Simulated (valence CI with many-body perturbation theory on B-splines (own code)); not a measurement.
Which ion has this spectrum?

A relativistic CI+MBPT calculation for an atom or ion with 14 electrons gives these levels (cm⁻¹):

| J | Parity | E | g |
| --- | --- | --- | --- |
| 0 | even | 0 |  |
| 1 | even | 183531 | 1.50 |
| 2 | even | 220305 | 1.23 |
| 2 | even | 431389 | 1.26 |
| 0 | even | 517446 |  |
| 2 | odd | 743733 | 1.79 |
| 1 | odd | 867832 | 0.83 |
| 2 | odd | 929568 | 1.40 |
| 3 | odd | 986043 | 1.33 |
| 2 | odd | 1035076 | 0.94 |
| 0 | odd | 1066903 |  |
| 1 | odd | 1087920 | 1.29 |
| 2 | odd | 1131790 | 0.94 |
| 3 | odd | 1180964 | 1.10 |

The energies are calculated, and their last digits are not significant.

Task: Which is it?
A. Nb27+
B. Ru30+
C. Rh31+
D. Tc29+

Result: D. Tc29+, ground level (3s^2 3p1/2^2) J=0.
